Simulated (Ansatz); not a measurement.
Reaction (formal exchange of groups at a B–Si bond): `OB(F)[SiH2]Br` + `FCCF` → `OB(F)CF` + `FC[SiH2]Br`

Program: Ansatz. Geometries: PBE0-D4/def2-TZVP. ΔE: electronic, gas phase. CCSD(T)/CBS is the MP2 limit (def2-TZVPP, def2-QZVPP) plus CCSD(T) − MP2 in def2-TZVPP, frozen cores. DFT in def2-TZVPP. B3LYP here is the variant with VWN-RPA as its local correlation; programs differ in this. For Br outer-core shells are correlated without core-valence functions, which leaves a few kJ/mol of doubt a bond. Scalar relativity is left out up to krypton. Each species was taken in one conformer, which may not be the lowest.

```tsv
level	ΔE (kcal/mol)	difference from CCSD(T)/CBS
revPBE-D4	-3.8	1.8
PBE0-D4	-4.2	1.4
r2SCANh-D4	-5.3	0.3
BHLYP-D4	-6.0	-0.4
revPBE	-4.0	1.6
BLYP	-5.6	0.0
B3LYP	-5.9	-0.3
CAM-B3LYP	-6.0	-0.4
LC-ωPBE	-5.1	0.5
MP2/def2-SVP	-5.2	0.4
CCSD/def2-TZVPP	-5.5	0.1
CCSD(T)/def2-TZVPP	-5.2	0.4
HF/def2-QZVPP	-6.6	-1.0
SCS-MP2/def2-QZVPP	-6.2	-0.6
HF/CBS(def2)	-6.6	-1.0
CCSD/CBS(def2)	-5.9	-0.3
CCSD(T)/CBS	-5.6	0
```

Largest T1 diagnostic among the species: 0.012.

At CCSD(T), def2-SVP lies +1.3 kcal/mol from the extrapolated value and def2-TZVPP +0.4 kcal/mol. Leaving LDA and LC-ωPBE aside and taking each functional with its dispersion term where it has one, the values, not all of them listed here, spread over 2.7 kcal/mol, from ωB97M-V to PBE-D4.
